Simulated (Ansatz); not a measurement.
B3F3. Total charge 0; singlet. Geometry PBE0-D4/def2-SVP, that of the neutral singlet.

```xyz
6

B     0.0207   -0.9347    0.5547
B     0.4416    0.8813   -0.4583
B    -0.8854    0.1022   -0.1847
F     0.9727   -1.6117    1.0879
F    -2.1993    0.2540   -0.4584
F     1.6496    1.3090   -0.5412
```

At r2SCAN-D4/def2-TZVP the unrestricted singlet has broken spin symmetry (⟨S²⟩ up to 0.14). The structure comes from a short search, and lower isomers may exist.

(1) Estimate the orbital energies around the gap (eV) in Ansatz with PBE-D4/def2-TZVP, r2SCAN-D4/def2-TZVP, PBE0-D4/def2-TZVP.

Answers

(1) 
| orbital | PBE-D4/def2-TZVP | r2SCAN-D4/def2-TZVP | PBE0-D4/def2-TZVP |
| --- | --- | --- | --- |
| HOMO−5 | -12.50 | -12.97 | -14.65 |
| HOMO−4 | -11.96 | -12.47 | -13.92 |
| HOMO−3 | -10.60 | -11.10 | -12.62 |
| HOMO−2 | -10.11 | -10.62 | -12.19 |
| HOMO−1 | -7.61 | -7.97 | -9.09 |
| HOMO | -5.19 | -5.40 | -6.22 |
| LUMO | -4.15 | -3.91 | -3.27 |
| LUMO+1 | -1.36 | -1.10 | -0.52 |
| LUMO+2 | -0.97 | -0.46 | -0.15 |
| LUMO+3 | 0.08 | 0.72 | 0.93 |
| LUMO+4 | 1.53 | 2.19 | 2.33 |
| LUMO+5 | 1.69 | 2.36 | 2.58 |
| β HOMO | -5.19 | -5.40 | -6.22 |
| β LUMO | -4.15 | -3.91 | -3.27 |
